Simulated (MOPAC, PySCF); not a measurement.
BBrI2, SMILES `B(I)(I)Br`, neutral singlet in the gas phase. 

Cartesian coordinates (Å):
```xyz
4

Br     1.7828    -0.7560     0.2970
B      0.0482    -0.0204     0.0080
I     -1.6203    -1.3126    -0.2514
I     -0.2108     2.0890    -0.0536
```
Charge 0, spin multiplicity 1.

All levels are single points at this geometry (B3LYP-D3(BJ)/def2-TZVP); Pople sets use spherical d functions. Orbital energies aren't observables, and empty levels follow the basis.

B3LYP/6-311+G** (LANL2DZ on Br, I) in PySCF gives gap (eV) = 4.95.

**Question.** Estimate the gap (eV) from each of these levels: B3LYP-D3(BJ)/def2-TZVP in PySCF; B3LYP/6-31G* (LANL2DZ on I) in PySCF; B3LYP/LANL2DZ in PySCF; M06-2X/6-31G* (LANL2DZ on I) in PySCF; PM7 in MOPAC.

**Answer.** 
| level | gap (eV) |
|---|---|
| B3LYP-D3(BJ)/def2-TZVP in PySCF | 4.78 |
| B3LYP/6-31G* (LANL2DZ on I) in PySCF | 4.92 |
| B3LYP/LANL2DZ in PySCF | 4.85 |
| M06-2X/6-31G* (LANL2DZ on I) in PySCF | 6.87 |
| PM7 in MOPAC | 6.62 |
